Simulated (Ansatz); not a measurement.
A structure relaxed at PBE-D4/def2-SVP in Ansatz, charge 0, singlet:

```xyz
12

In   -0.207    0.609   -2.087
H    -0.371    1.090   -3.740
Se   -1.002    2.265   -0.104
In   -1.967   -0.030    0.949
H    -3.523   -0.053    1.703
Se   -1.467   -1.607   -1.188
In    0.883   -1.996    0.091
H     1.581   -3.576    0.161
Se    2.233    0.034   -1.076
In    1.292    1.416    1.047
H     2.313    2.539    1.876
Se    0.236   -0.692    2.369
```

Task: Give its formula, name or SMILES and point group.

Result: (HInSe)4 cubane (In₄H₄Se₄). Point group Td (tolerance 0.1 Å).

Task: Summarise the bond lengths by kind (pairs closer than 1.2 times the sum of covalent radii, bridged metal pairs left out).

Result: 12 × In–Se 2.70 Å; 4 × H–In 1.73 Å.

In the def2 sets In takes a core potential; there is no spin–orbit coupling.
